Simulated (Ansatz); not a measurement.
Consider the cleavage of the Si–Si bond: `O[Si@H](Cl)[Si@@H](O)F` + `[SH][GeH2][Cl]` → `O[SiH](Cl)[S][GeH2][Cl]` + `O[SiH2]F`.

Calculated with Ansatz (gas phase, PBE0-D4/def2-TZVP geometries, no zero-point term in ΔE). CCSD(T)/CBS adds triple-zeta CCSD(T) − MP2 to the extrapolated MP2 energy (def2 sets, frozen cores). DFT in def2-TZVPP. B3LYP here is the variant with VWN-RPA as its local correlation; programs differ in this. For Ge outer-core shells are correlated without core-valence functions, which leaves a few kJ/mol of doubt a bond. Scalar relativity is left out up to krypton. Each species was taken in one conformer, which may not be the lowest.

`O[Si@H](Cl)[Si@@H](O)F`:

Cartesian coordinates in Å:
```
O -0.392 -1.618 -1.256
Si 0.038 -0.041 -1.285
F -1.005 0.831 -2.128
Si 0.001 0.767 0.926
O 1.349 0.403 1.783
Cl -1.655 -0.209 1.717
H -1.122 -1.858 -0.680
H 1.338 0.013 -1.989
H -0.207 2.218 1.115
H 1.655 -0.505 1.797
```

`[SH][GeH2][Cl]`:

Cartesian coordinates in Å:
```
S -1.764 0.152 0.012
Ge 0.423 0.177 -0.272
Cl 1.219 -1.827 -0.265
H -1.686 -0.186 1.310
H 1.126 0.912 0.873
H 0.683 0.772 -1.657
```

`O[SiH](Cl)[S][GeH2][Cl]`:

Z-matrix (Å, degrees):
```
Si
Cl 1 2.055
S 1 2.129 2 109.9
O 1 1.627 2 111.3 3 119.2
H 1 1.469 2 107.9 3 -123.9
Ge 3 2.215 1 101.3 2 -44.1
H 4 0.959 1 118.6 2 -64.3
Cl 6 2.153 3 109.6 1 -51.7
H 6 1.529 3 112.0 1 66.7
H 6 1.531 3 105.9 1 -167.9
```

`O[SiH2]F`:

Z-matrix (Å, degrees):
```
Si
F 1 1.596
O 1 1.630 2 111.0
H 1 1.482 2 106.0 3 121.4
H 1 1.474 2 108.2 3 -116.3
H 3 0.958 1 119.1 2 71.8
```

```csv
level,ΔE (eV)
PBE-D4,-0.78
ωB97X-V,-0.89
B2PLYP,-0.91
PBE,-0.73
B3LYP,-0.79
MP2/def2-TZVPP,-1.09
CCSD/def2-TZVPP,-0.94
SCS-MP2/def2-QZVPP,-1.04
```

Q: What does CCSD(T)/CBS give? (Best estimate.)

A: Computed: -0.97 eV. The listed levels differ from it by 0.19, 0.08, 0.06, 0.24, 0.18, -0.12, 0.03, -0.07 eV.

Largest T1 diagnostic among the species: 0.012.

The D4 term adds −0.09 eV with B3LYP and −0.05 eV with PBE0; it sums over pairs of atoms, weighted by their polarisabilities, and B3LYP, whose exchange is more repulsive, gets the larger term. From PBE to PBE0 (25 % exact exchange), in def2-TZVPP and without D4, ΔE moves by −0.08 eV.
